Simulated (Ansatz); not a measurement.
**How methods differ on GaHCl2O (SMILES [OH][Ga]([Cl])[Cl])**

GaHCl2O has 5 atoms, charge 0, and is taken as a singlet. As SMILES, `[OH][Ga]([Cl])[Cl]`. The shape was relaxed beforehand at PBE0/def2-SVP.

Each level gives the adiabatic ionisation energy (to the doublet cation, shapes relaxed at PBE0/def2-SVP, no zero-point term) (eV). The values are calculated.

| level | kind | program | value (eV) | less CCSD(T)/def2-SVP |
| --- | --- | --- | --- | --- |
| SVWN5/def2-SVP | LDA | Ansatz | 10.83 | -0.07 |
| PBE/def2-SVP | GGA | Ansatz | 10.61 | -0.29 |
| PBE0-D4/def2-SVP | global hybrid | Ansatz | 10.96 | +0.06 |
| CAM-B3LYP/def2-SVP | range-separated hybrid | Ansatz | 11.09 | +0.19 |
| B2PLYP/def2-SVP | double hybrid | Ansatz | 10.98 | +0.08 |
| RPA@PBE/def2-SVP | RPA | Ansatz | 10.53 | -0.37 |
| MP2/def2-SVP | perturbation theory | Ansatz | 11.41 | +0.51 |
| CCSD(T)/def2-SVP | coupled cluster or CI | Ansatz | 10.90 | 0.00 |

Differences are taken from CCSD(T)/def2-SVP for orientation; it has basis-set and higher-order errors of its own. All-electron rows without a relativistic Hamiltonian named are non-relativistic. The values span 10.53 to 11.41 eV. In the correlated wave-function rows the outer d shell of Ga is correlated, in sets not made for it.
